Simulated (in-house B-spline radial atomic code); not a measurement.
Results of a calculation; reference values are marked as such.
Ghost states of the separable form: As

As, [Ar] 3d10 4s2 4p3, non-relativistic LDA (VWN5), spherical and spin-unpolarised, from an all-electron radial atomic-structure program (B-spline basis) (atomic units; all potentials screened as in the neutral atom).

Troullier-Martins channels: 4s (ε = -0.5237, r_c = 1.817 bohr), 4p (ε = -0.1975, r_c = 2.219 bohr). In the Kleinman-Bylander form one channel serves as the local potential, and each other channel l becomes |δV u><u δV|/<u|δV|u>, with δV = V_l − V_local and u the pseudo-orbital. Its strength is E_KB = <u|δV²|u>/<u|δV|u>. By the analysis of Gonze, Stumpf and Scheffler a spurious state lies below the reference level ε if E_KB > 0 and ε is above the second level of the local potential alone, or if E_KB < 0 and ε is above its first. The table's levels are those of angular momentum l in a sphere of 9 bohr, whose wall can lift a shallow ε a little above its free-atom value.

| local | channel | <u δV u> | <u δV² u> | ε | first local level | second local level |
| --- | --- | --- | --- | --- | --- | --- |
| p | s | 0.02489 | 0.18176 | -0.5237 | -0.6088 | -0.0031 |
| s | p | -0.0051253 | 0.077502 | -0.1973 | -0.2012 | 0.0991 |

(1) Apply the rule to each row.

Diagonalising the separable Hamiltonian gives:

```tsv
local	channel	three lowest levels	all-electron, two lowest valence levels
p	s	-0.5237, 0.0192, 0.3120	-0.5237, 0.0192
s	p	-6.0738, -0.1973, 0.0994	-0.1973, 0.0991
```

(2) Which choices of local channel are safe?

## Answers

(1) Local p, channel s: E_KB = +7.3, so ε = -0.5237 is set against -0.0031: no ghost. Local s, channel p: E_KB = -15.1, so ε = -0.1973 is set against -0.2012: a ghost.

(2) Free of ghosts: p. With s local the p channel has a ghost 5.88 hartree below ε, since the attractive projector pulls a state below the first local level. Among the safe choices the second level, which tests transfer, is off by at most 0.0 millihartree (p local). A small <u δV u> makes E_KB large and sensitive.
